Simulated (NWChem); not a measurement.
System: SiHClF2; SMILES F[SiH](F)Cl

Input file for NWChem:

```
start job
memory heap 200 mb stack 900 mb global 1100 mb
geometry units angstroms noautosym nocenter noautoz
  Si     0.357770     0.439999     0.000000
  F     -0.291880     1.119212    -1.288142
  F     -0.291880     1.119212     1.288142
  Cl    -0.097629    -1.551565     0.000000
  H      1.812624     0.634541     0.000000
end
basis spherical
  * library def2-svp
end
dft
  xc xpbe96 cpbe96
  iterations 150
end
cosmo
  do_cosmo_smd true
  solvent dmf
end
task dft energy
```

NWChem printed, in part:

```
             Northwest Computational Chemistry Package (NWChem) 7.3.0
             --------------------------------------------------------

                             Geometry "geometry" -> ""
                             -------------------------

 Output coordinates in angstroms (scale by  1.889725989 to convert to a.u.)

  No.       Tag          Charge          X              Y              Z
 ---- ---------------- ---------- -------------- -------------- --------------
    1 Si                  14.0000     0.35777000     0.43999900     0.00000000
    2 F                    9.0000    -0.29188000     1.11921200    -1.28814200
    3 F                    9.0000    -0.29188000     1.11921200     1.28814200
    4 Cl                  17.0000    -0.09762900    -1.55156500     0.00000000
    5 H                    1.0000     1.81262400     0.63454100     0.00000000

 Effective nuclear repulsion energy (a.u.)     228.3409922880

  pbe96 is a nonlocal functional; adding pw91lda local functional.

                                 NWChem DFT Module
                                 -----------------

 Summary of "ao basis" -> "ao basis" (spherical)
 ------------------------------------------------------------------------------
       Tag                 Description            Shells   Functions and Types
 ---------------- ------------------------------  ------  ---------------------
 Si                         def2-svp                 8       18   4s3p1d
 F                          def2-svp                 6       14   3s2p1d
 Cl                         def2-svp                 8       18   4s3p1d
 H                          def2-svp                 3        5   2s1p

 in cosmo_initialize ...
 calling solv_data for solv:dmf

 solvent parameters
 solvname_short: dmf
 solvname_long:  N,N-dimethylformamide
 dielec:       37.2190
 dielecinf:     2.0463
 nonaqueous SMD model solvent descriptors
 dielec:       37.2190
 sola:          0.0000
 solb:          0.7400
 solc:          0.0000
 solg:         49.5600
 solh:          0.0000
 soln:          1.4305

          ---------------
          -cosmo- solvent
          ---------------
 Cosmo: York-Karplus, doi: 10.1021/jp992097l
 dielectric constant -eps-     =  37.22
 screen = (eps-1)/(eps    )    =   0.97313
 surface charge correction     = lagrangian

   van der Waals surface
 --------------------------

 ---------- ATOMIC COORDINATES (A.U.) ------------ VDWR(ANG.) --
     1    0.67608727    0.83147755    0.00000000     2.470
     2   -0.55157322    2.11500400   -2.43423541     1.730
     3   -0.55157322    2.11500400    2.43423541     1.730
     4   -0.18449206   -2.93203270    0.00000000     2.380
     5    3.42536268    1.19910862    0.00000000     1.200
 number of segments per atom =        128
 number of   points per atom =        128
 atom (   nspa,  nppa )
 ----------------------
    1 (     70,     0 )       0
    2 (     68,     0 )       0
    3 (     68,     0 )       0
    4 (     94,     0 )       0
    5 (     30,     0 )       0
 number of -cosmo- surface points =      330
 molecular surface =    116.822 angstrom**2
 molecular volume  =    106.318 angstrom**3
 -lineq- algorithm             =   0
 -bem- low  level              =   3
 -bem- from -octahedral-
 gaussian surface charge width =   4.50000
 degree of switching           =   1.00000
 switching function tolerance  =   0.00010
 atomic radii =
 --------------
    1 14.000  2.470
    2  9.000  1.730
    3  9.000  1.730
    4 17.000  2.380
    5  1.000  1.200
 ...... end of -cosmo- initialization ......

 nat:                     5
 ixmem:                  1509
 calling mnsol_interface()
 G(SMD-CDS) energy (kcal/mol)  =     0.040
 SMD-CDS SASA (angstrom**2)    =   117.885

            General Information
            -------------------
          SCF calculation type: DFT
          Wavefunction type:  closed shell.
          No. of atoms     :     5
          No. of electrons :    50
           Alpha electrons :    25
            Beta electrons :    25
          Charge           :     0
          Spin multiplicity:     1
          Use of symmetry is: off; symmetry adaption is: off
          Maximum number of iterations: 150
          AO basis - number of functions:    69
                     number of shells:    31
          Convergence on energy requested:  1.00D-06
          Convergence on density requested:  1.00D-05
          Convergence on gradient requested:  5.00D-04

              XC Information
              --------------
          PerdewBurkeErnzerhof Exchange Functional  1.000
            Perdew 1991 LDA Correlation Functional  1.000 local
           PerdewBurkeErnz. Correlation Functional  1.000 non-local

             Grid Information
             ----------------
          Grid used for XC integration:  medium
          Radial quadrature: Mura-Knowles
          Angular quadrature: Lebedev.
          Tag              B.-S. Rad. Rad. Pts. Rad. Cut. Ang. Pts.
          ---              ---------- --------- --------- ---------
          Si                  1.10       88           7.0       590
          F                   0.50       49           8.0       434
          Cl                  1.00       88           9.0       590
          H                   0.35       45           8.0       434
          Grid pruning is: on
          Number of quadrature shells:   319
          Spatial weights used:  Erf1

      Superposition of Atomic Density Guess
      -------------------------------------

 Sum of atomic energies:        -947.14636528

      Non-variational initial energy
      ------------------------------

 Total energy =    -947.846390
 1-e energy   =   -1769.091776
 2-e energy   =     592.904395
 HOMO         =      -0.429345
 LUMO         =       0.093030

   convergence    iter        energy       DeltaE   RMS-Dens  Diis-err
 ---------------- ----- ----------------- --------- --------- ---------
     COSMO gas phase
 d= 0,ls=0.0,diis     1   -949.1153125961 -1.18D+03  2.66D-02  9.63D-01
 d= 0,ls=0.0,diis     2   -948.9158008807  2.00D-01  1.55D-02  3.33D+00
 d= 0,ls=0.0,diis     3   -949.2192169609 -3.03D-01  2.73D-03  3.61D-02
 d= 0,ls=0.0,diis     4   -949.2207671106 -1.55D-03  1.56D-03  1.21D-02
 d= 0,ls=0.0,diis     5   -949.2223099008 -1.54D-03  3.53D-04  6.01D-04
  Resetting Diis
 d= 0,ls=0.0,diis     6   -949.2223954265 -8.55D-05  4.35D-05  7.21D-06
 d= 0,ls=0.0,diis     7   -949.2223963176 -8.91D-07  1.66D-05  4.59D-07
 d= 0,ls=0.0,diis     8   -949.2223963120  5.54D-09  8.38D-06  6.17D-07

   convergence    iter        energy       DeltaE   RMS-Dens  Diis-err
 ---------------- ----- ----------------- --------- --------- ---------
     COSMO solvation phase
 d= 0,ls=0.0,diis     1   -949.2245534044 -2.16D-03  1.20D-03  8.56D-04
 d= 0,ls=0.0,diis     2   -949.2247180149 -1.65D-04  3.30D-04  9.23D-04
 d= 0,ls=0.0,diis     3   -949.2248050211 -8.70D-05  9.73D-05  1.43D-04
 d= 0,ls=0.0,diis     4   -949.2248157812 -1.08D-05  3.98D-05  7.47D-06
 d= 0,ls=0.0,diis     5   -949.2248165058 -7.25D-07  1.39D-05  1.03D-06
 d= 0,ls=0.0,diis     6   -949.2248166481 -1.42D-07  1.46D-06  1.10D-08

         Total DFT energy =     -949.224816648056
      One electron energy =    -1770.008682531244
           Coulomb energy =      662.560927034326
    Exchange-Corr. energy =      -70.032529919654
 Nuclear repulsion energy =      228.340992288047

             COSMO energy =       -0.085523519531

 Numeric. integr. density =       49.999998558922

                                COSMO-SMD solvation results
                                ---------------------------

             internal energy in gas <Psi(g)|H|Psi(g)> =      -949.222396312036
         internal energy in solvent <Psi(s)|H|Psi(s)> =      -949.222083688709
                               delta internal energy  =         0.000312623327 (    0.20 kcal/mol)
   total free energy in solvent <Psi(s)|H+V/2|Psi(s)> =      -949.224880474123
 polarization energy contribution <Psi(s)|V/2|Psi(s)> =        -0.002796785414 (   -1.76 kcal/mol)
    total free energy in solvent including G(SMD-CDS) =      -949.224816648056
                       G(SMD-CDS) energy contribution =         0.000063826067 (    0.04 kcal/mol)
     1 M fixed-concentration free energy of solvation =        -0.002420336020 (   -1.52 kcal/mol)

                       DFT Final Molecular Orbital Analysis
                       ------------------------------------

 Vector   23  Occ=2.000000D+00  E=-3.312088D-01
              MO Center=  4.8D-01,  5.5D-02,  2.5D-08, r^2= 3.3D+00
   Bfn.  Coefficient  Atom+Function         Bfn.  Coefficient  Atom+Function
  ----- ------------  ---------------      ----- ------------  ---------------
    58      0.343416  4 Cl py                65     -0.296104  5 H  s
    55      0.262897  4 Cl py                22     -0.245758  2 F  px
    36     -0.245758  3 F  px                66     -0.186779  5 H  s
     8     -0.176217  1 Si px                25      0.168287  2 F  px
    39      0.168287  3 F  px                52      0.152872  4 Cl py

 Vector   24  Occ=2.000000D+00  E=-3.038775D-01
              MO Center= -9.3D-02, -1.3D+00,  2.0D-11, r^2= 1.7D+00
   Bfn.  Coefficient  Atom+Function         Bfn.  Coefficient  Atom+Function
  ----- ------------  ---------------      ----- ------------  ---------------
    59      0.609177  4 Cl pz                56      0.460070  4 Cl pz
    53      0.267865  4 Cl pz                23      0.140292  2 F  py
    37     -0.140292  3 F  py                26     -0.098412  2 F  py
    40      0.098412  3 F  py                13      0.077889  1 Si pz
    15     -0.050953  1 Si d -1              10      0.027562  1 Si pz

 Vector   25  Occ=2.000000D+00  E=-3.004899D-01
              MO Center=  9.5D-02, -1.2D+00,  3.8D-09, r^2= 2.1D+00
   Bfn.  Coefficient  Atom+Function         Bfn.  Coefficient  Atom+Function
  ----- ------------  ---------------      ----- ------------  ---------------
    57      0.589139  4 Cl px                54      0.444844  4 Cl px
    51      0.258717  4 Cl px                65     -0.176372  5 H  s
    66     -0.147492  5 H  s                  3     -0.074575  1 Si s
     8     -0.067065  1 Si px                11      0.062544  1 Si px
    14     -0.059214  1 Si d -2              58     -0.058362  4 Cl py

 Vector   26  Occ=0.000000D+00  E= 9.188297D-03
              MO Center=  2.1D-01, -7.7D-02,  6.3D-08, r^2= 3.2D+00
   Bfn.  Coefficient  Atom+Function         Bfn.  Coefficient  Atom+Function
  ----- ------------  ---------------      ----- ------------  ---------------
     4      1.066722  1 Si s                  3      0.700318  1 Si s
    66     -0.638251  5 H  s                 58     -0.565192  4 Cl py
    50     -0.385790  4 Cl s                  2      0.364362  1 Si s
    49     -0.275358  4 Cl s                 21     -0.269740  2 F  s
    35     -0.269740  3 F  s                 55     -0.247232  4 Cl py

 Vector   27  Occ=0.000000D+00  E= 1.477556D-02
              MO Center=  5.7D-01,  1.6D-01, -6.2D-08, r^2= 3.0D+00
   Bfn.  Coefficient  Atom+Function         Bfn.  Coefficient  Atom+Function
  ----- ------------  ---------------      ----- ------------  ---------------
    13      0.984794  1 Si pz                10      0.336783  1 Si pz
    21      0.336397  2 F  s                 35     -0.336397  3 F  s
    59     -0.293093  4 Cl pz                 7     -0.167807  1 Si pz
    56     -0.155468  4 Cl pz                17     -0.147474  1 Si d  1
    15     -0.139104  1 Si d -1              22     -0.131048  2 F  px

 Vector   28  Occ=0.000000D+00  E= 2.677907D-02
              MO Center=  4.0D-01,  7.9D-01, -2.8D-10, r^2= 3.0D+00
   Bfn.  Coefficient  Atom+Function         Bfn.  Coefficient  Atom+Function
  ----- ------------  ---------------      ----- ------------  ---------------
    12      0.958682  1 Si py                11     -0.403996  1 Si px
    50      0.356992  4 Cl s                  9      0.326315  1 Si py
    21     -0.297039  2 F  s                 35     -0.297039  3 F  s
    57      0.253478  4 Cl px                 4      0.238431  1 Si s
    58      0.238588  4 Cl py                14      0.175828  1 Si d -2

     Multipole analysis of the density
     ---------------------------------

     L   x y z        total         alpha         beta         nuclear
     -   - - -        -----         -----         ----         -------
     0   0 0 0     -0.000000    -25.000000    -25.000000     50.000000

     1   1 0 0      0.554496      0.364297      0.364297     -0.174099
     1   0 1 0      0.003780     -0.530765     -0.530765      1.065310
     1   0 0 1     -0.000000     -0.000000     -0.000000      0.000000

     2   2 0 0    -24.808233    -24.497744    -24.497744     24.187254
     2   1 1 0      0.879638      0.352322      0.352322      0.174994
     2   1 0 1     -0.000000     -0.000000     -0.000000      0.000000
     2   0 2 0    -26.699649   -132.240351   -132.240351    237.781053
     2   0 1 1     -0.000000     -0.000000     -0.000000      0.000000
     2   0 0 2    -27.499554    -67.079295    -67.079295    106.659037
```

Level: PBE/def2-SVP, SMD on the gas-phase geometry. Structure relaxed at the B3LYP/6-31G* (spherical d) level. Solvent: N,N-dimethylformamide.
